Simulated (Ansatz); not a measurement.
Consider the redistribution: `[CH3][Ge]([SH])([Cl])[Cl]` + `O/C=N/[SiH3]` → `[SH][GeH]([Cl])[Cl]` + `C/C(O)=N\[SiH3]`.

Calculated with Ansatz (gas phase, PBE0-D4/def2-TZVP geometries, no zero-point term in ΔE). CCSD(T)/CBS is the MP2 limit (def2-TZVPP, def2-QZVPP) plus CCSD(T) − MP2 in def2-TZVPP, frozen cores. Double bonds are as drawn, so ΔE can hold a change between cis and trans. DFT in def2-TZVPP. For Ge outer-core shells are correlated without core-valence functions, which leaves a few kJ/mol of doubt a bond. Scalar relativity is left out up to krypton. Each species was taken in one conformer, which may not be the lowest.

`[CH3][Ge]([SH])([Cl])[Cl]`:

Z-matrix (Å, degrees):
```
C
Ge 1 1.932
H 1 1.090 2 109.0
H 1 1.090 2 109.1 3 120.1
H 1 1.090 2 109.3 3 -119.7
S 2 2.205 1 115.9 3 -178.2
Cl 2 2.143 1 110.0 3 -59.8
Cl 2 2.151 1 108.3 3 57.9
H 6 1.345 2 92.7 1 -64.7
```

`O/C=N/[SiH3]`:

Z-matrix (Å, degrees):
```
Si
N 1 1.727
H 1 1.484 2 109.0
H 1 1.484 2 109.0 3 118.7
H 1 1.494 2 112.0 3 -120.6
C 2 1.255 1 124.9 3 120.6
O 6 1.335 2 123.3 1 -180.0
H 6 1.096 2 126.9 1 -0.0
H 7 0.969 6 106.6 2 -0.0
```

`[SH][GeH]([Cl])[Cl]`:

Z-matrix (Å, degrees):
```
Ge
Cl 1 2.133
Cl 1 2.142 2 108.7
S 1 2.198 2 105.5 3 -118.9
H 1 1.530 2 109.4 3 116.7
H 4 1.345 1 92.7 2 177.5
```

`C/C(O)=N\[SiH3]`:

Cartesian coordinates in Å:
```
C 1.441 -0.644 0.063
C 0.601 0.443 -0.524
O 1.338 1.216 -1.345
N -0.620 0.695 -0.351
Si -1.833 -0.060 0.599
H 2.274 -0.204 0.617
H 0.858 -1.279 0.726
H 1.872 -1.248 -0.739
H 0.735 1.892 -1.685
H -2.371 0.938 1.559
H -1.367 -1.247 1.379
H -2.930 -0.502 -0.299
```

| species | B2PLYP energy (Eh) |
| --- | --- |
| `[CH3][Ge]([SH])([Cl])[Cl]` | -3435.50764 |
| `O/C=N/[SiH3]` | -460.42473 |
| `[SH][GeH]([Cl])[Cl]` | -3396.19933 |
| `C/C(O)=N\[SiH3]` | -499.72180 |

Task: Work out ΔE.

Result: ΔE = (-3396.19933) + (-499.72180) − (-3435.50764) − (-460.42473) = 0.01124 Eh = +0.31 eV. CCSD(T)/CBS gives +0.32 eV.

Largest T1 diagnostic among the species: 0.014.

In def2-TZVPP, CCSD(T) changes the Hartree–Fock value by +0.09 eV (the triples alone add +0.01 eV) and MP2 by +0.13 eV.
